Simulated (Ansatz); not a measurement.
FH$_{3}$Se$_{3}$Si, SMILES `F[Si]([SeH])([SeH])[SeH]`. Charge 0, multiplicity 1. The geometry is a stationary point of PBE0-D4/def2-TZVP. It is one conformer, not always the lowest.

```xyz
8

F    -1.191    0.444   -1.812
Si   -0.391    0.242   -0.446
Se   -1.107    1.971    0.833
Se   -0.960   -1.859    0.192
Se    1.841    0.477   -0.686
H    -0.324    1.494    1.981
H     0.128   -1.892    1.178
H     2.005   -0.877   -1.238
```

**Question.** What is the dipole moment at B3LYP/def2-TZVPP? (Estimate.)

**Answer.** Ansatz gave: 1.94 D, with components (1.15, -0.83, 1.32) D in this frame, pointing from negative to positive charge.

**Question.** And with PBE, r2SCAN, ωB97M-V? (An estimate is asked.)

**Answer.** Ansatz gave: PBE 1.88 D, r2SCAN 1.98 D, ωB97M-V 1.95 D.

**Question.** Give the Mulliken charges with B3LYP, r2SCAN, PBE in def2-TZVPP. (An estimate is asked.)

**Answer.** The calculation gave: 
```tsv
atom	B3LYP	r2SCAN	PBE
F1	-0.29	-0.30	-0.25
Si2	0.53	0.55	0.43
Se3	-0.14	-0.16	-0.13
Se4	-0.14	-0.16	-0.13
Se5	-0.14	-0.16	-0.13
H6	0.06	0.07	0.07
H7	0.06	0.07	0.07
H8	0.06	0.08	0.07
```

B3LYP here is the variant with VWN-RPA as its local correlation; programs differ in this.
